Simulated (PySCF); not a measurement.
In(Et)3, C6H15In, SMILES C[CH2][In]([CH2]C)[CH2]C, singlet (GFN2-xTB optimised geometry):

```
22

In    -0.431    -0.034     0.000
C     -1.527    -2.047    -0.004
C     -3.025    -1.933    -0.246
H     -1.333    -2.531     0.958
H     -1.061    -2.664    -0.778
H     -3.228    -1.462    -1.209
H     -3.499    -1.334     0.533
H     -3.498    -2.919    -0.247
C      1.859    -0.034     0.000
C      2.407     1.376     0.169
H      2.207    -0.468    -0.942
H      2.211    -0.682     0.808
H      2.087     1.804     1.121
H      2.048     2.028    -0.630
H      3.499     1.383     0.145
C     -1.468     2.002     0.000
C     -2.982     1.921     0.136
H     -1.196     2.510    -0.930
H     -1.042     2.582     0.824
H     -3.261     1.430     1.069
H     -3.417     1.358    -0.690
H     -3.430     2.919     0.135
```

Computed with PySCF with PBE0/def2-SVP, def2 effective core potentials past Kr.

### Question
What are the frontier orbital energies and the dipole moment?

### Answer
HOMO-2 -9.22 eV, HOMO-1 -6.36 eV, HOMO -6.19 eV, LUMO -1.01 eV, LUMO+1 0.09 eV; dipole moment 0.16 D.

On the same geometry PBE/def2-SVP, def2 effective core potentials past Kr in PySCF 2.14.0 gives HOMO-2 -7.85 eV, HOMO-1 -5.24 eV, HOMO -5.08 eV, LUMO -1.72 eV, LUMO+1 -0.75 eV; dipole moment 0.16 D.
